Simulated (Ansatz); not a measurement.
```yaml
atoms:
  - { symbol: Li, position_ang: [1.0937, 0.0329, 0.0149] }
  - { symbol: Li, position_ang: [-1.0713, 0.0622, -0.0253] }
  - { symbol: F, position_ang: [0.0298, 1.3614, 0.0337] }
  - { symbol: F, position_ang: [-0.0313, -1.3362, -0.0308] }
```

Basis set: STO-3G (spherical functions). Correlated methods keep 2 orbitals frozen. Charge 0, multiplicity 1.

Computed with Ansatz (development build ahead of 0.2.0); each method stands on the lowest determinant of its kind that the runs found. Restricted open shells among the atoms or ions are ROHF, correlated in semicanonical orbitals with singles.

(1) Give the atomization energy at this shape (free ground-state atoms in the same class of orbitals less the molecule, no zero-point energy) of singlet Li2F2 by RHF-MP2, RHF.

## Answers

(1)

```json
{"method": "RHF-MP2", "atomization energy": "11.03 eV"}
{"method": "RHF", "atomization energy": "8.69 eV"}
```

Caution: the shape is not the minimum.

This basis has no polarisation functions and is too small for such energies, which can lie far from measured ones in either direction.
